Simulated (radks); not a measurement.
The numbers below are computed, except where a source is named.
Task: Species: Tb53+. Configuration: [Ne] 3s2 (the NIST ground configuration). Level of theory: non-relativistic Kohn-Sham, LDA (Slater exchange, Perdew-Wang correlation), spin-unpolarised, spherical densities, point nucleus; relativity is left out, which matters for an element this heavy (a radial shooting solver on a logarithmic mesh with Libxc functionals). Some entries of the table are withheld. Estimate them.

orbital  occ.  eigenvalue (hartree)  <1/r> (bohr^-1)  r(max) (bohr)
1s          2             -1931.140            64.44        0.01548
2s          2             -422.2939              (1)            (2)
2p          6                   (3)            15.24        0.06528
3s          2             -175.8964              (4)         0.2193

Result: 
(1) 2s <1/r> (bohr^-1): 15.26
(2) 2s r(max) (bohr): 0.08404
(3) 2p eigenvalue (hartree): -410.8809
(4) 3s <1/r> (bohr^-1): 6.457
